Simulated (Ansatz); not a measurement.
Level of theory: frozen-core CCSD(T)/cc-pVTZ // PBE0-D3(BJ)/def2-TZVP run with Ansatz (a quantum-chemistry and plane-wave program).

Ansatz 0.2 input:
```yaml
crystal:
  periodic: [false, false, false]
  atoms:
    - { symbol: Cl, position_ang: [-1.894518, -0.403905, 0.000007] }
    - { symbol: Ga, position_ang: [-0.069705, 0.752355, -0.000001] }
    - { symbol: Br, position_ang: [1.964223, -0.348451, -0.000006] }
basis:
  gaussian: { orbitals: cc-pVTZ }
correlation:
  method: ccsd_t
magnetization:
  spin_polarized: true
  initial_magnetization: 1
```

Output:

```
Functional definition: HF
775 factors; integrals over basis functions are off by at most 1.0e-3 eV
mean field evaluation 1: about -134841.2622 eV, gradient 1.2e1 eV
mean field evaluation 2: about -134841.2673 eV, gradient 1.2e1 eV
mean field evaluation 4: about -134842.5367 eV, gradient 1.8e0 eV
mean field evaluation 8: about -134842.6249 eV, gradient 1.7e-1 eV
mean field evaluation 16: about -134842.6004 eV, gradient 7.9e-1 eV
mean field evaluation 32: about -134838.8813 eV, gradient 3.8e-2 eV
mean field evaluation 64: about -134839.1883 eV, gradient 9.4e-2 eV
mean field evaluation 96: about -134839.1798 eV, gradient 6.4e-2 eV
mean field -134842.62577201 eV, -4955.3750975069 hartree, gradient 5.3e-6 eV, S^2 0.758745; 1 other end points of the search recorded, 0 dependent functions left out
determinant -134842.62577201 eV, -4955.3750975069 hartree, with singles and doubles -134857.78069114 eV, -4955.9320305126 hartree
determinant -134839.18896216 eV, -4955.2487970743 hartree, with singles and doubles -134854.54049231 eV, -4955.8129554018 hartree
23 core orbitals not correlated
reference -134842.62577201 eV, -4955.3750975069 hartree; 19, 18 occupied and 78, 79 virtual orbitals, 775 factors
second order -14.45238966 eV of doubles, -0.00000000 eV of singles
cycle   1  -15.15499550 eV  change   -7.6e-5 eV  update   1.0e-3
cycle   2  -15.15563366 eV  change   -6.4e-4 eV  update   6.9e-4
cycle   3  -15.15539495 eV  change    2.4e-4 eV  update   3.6e-4
cycle   4  -15.15529310 eV  change    1.0e-4 eV  update   1.2e-4
cycle   5  -15.15553711 eV  change   -2.4e-4 eV  update   3.3e-5
cycle   6  -15.15557335 eV  change   -3.6e-5 eV  update   1.6e-5
perturbative correction -0.70095139 eV, -0.0257594884 hartree
Total energy: -134858.48229675 eV, -4955.9578140430 hartree
```

Cost: around 100 core-seconds (rough).
